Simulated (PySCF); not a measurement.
Geometry:
| atom | x (Å) | y (Å) | z (Å) |
| --- | --- | --- | --- |
| C1 | -1.642 | -0.004 | 0.020 |
| C2 | -0.173 | -0.177 | -0.046 |
| N3 | 0.375 | -1.321 | -0.351 |
| S4 | 2.005 | -1.212 | -0.346 |
| C5 | 1.870 | 0.472 | 0.094 |
| F6 | 2.922 | 1.233 | 0.277 |
| N7 | 0.656 | 0.867 | 0.214 |
| H8 | -1.950 | 0.764 | -0.686 |
| H9 | -1.924 | 0.325 | 1.018 |
| H10 | -2.131 | -0.943 | -0.214 |

Geometry: GFN2-xTB; GIAO absolute shieldings from PySCF 2.14.0 with density-fitted response routines, gas phase, non-relativistic, averaged over equivalent atoms.

At PBE0/def2-SVPD (174 basis functions, 27 s wall time on 1 thread of an Intel Xeon Platinum 8488C, shared host):
| atoms | σ (ppm) |
| --- | --- |
| C5 | 2.9 |
| C2 | 33.1 |
| C1 | 175.2 |
| N7 | -6.3 |
| N3 | -1.6 |
| S4 | 256.7 |
| F6 | 270.5 |
| H8/H9/H10 | 29.29 |

Q: Predict the values at PBE0/IGLO-II on the same geometry.

A: 
```
    atoms  σ at PBE0/IGLO-II  change
       C5              -10.1   -13.0
       C2               19.4   -13.7
       C1              167.3    -7.9
       N7              -31.2   -24.9
       N3              -23.8   -22.2
       S4              166.3   -90.4
       F6              251.6   -18.9
H8/H9/H10              29.48   +0.19
```

The largest change is at S4 (aromatic ring sulfur). Cost: 185 basis functions, 21 s wall time on 1 thread of an Intel Xeon Platinum 8488C, shared host. The order of the carbon signals is the same at both levels.
